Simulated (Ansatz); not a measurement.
Input for Ansatz (a program for electronic structure): R-wB97X-V/def2-TZVPP on CH5AlO2 (SMILES [CH3][Al]([OH])[OH]), a point of a torsion scan.

Ansatz 0.2 input:
```yaml
crystal:
  periodic: [false, false, false]
  atoms:
    - {symbol: C, position_ang: [-1.41592201, -0.06457798, 0.17485105]}
    - {symbol: Al, position_ang: [0.46723683, 0.23280378, -0.40589416]}
    - {symbol: O, position_ang: [1.21819984, -0.98860893, -1.21616392]}
    - {symbol: O, position_ang: [1.18424133, 1.66782585, -0.03316071]}
    - {symbol: H, position_ang: [-1.44924960, -0.65950779, 1.08582680]}
    - {symbol: H, position_ang: [-1.97875090, -0.60861411, -0.58027256]}
    - {symbol: H, position_ang: [-1.92272683, 0.87548256, 0.37867645]}
    - {symbol: H, position_ang: [1.68392845, -1.66850977, -1.67798264]}
    - {symbol: H, position_ang: [1.60836175, 2.48516925, 0.17756348]}
basis:
  gaussian:
    orbitals: def2-TZVPP
hamiltonian:
  xc: {name: wB97X-V}
scf: {lower_state_search: off}
```

Q: Predict the final total energy.

A: -434.0995 hartree.

Q: How many basis functions does it have, and what does it roughly cost on one machine?

A: 205 functions; around 7 core-seconds (rough).
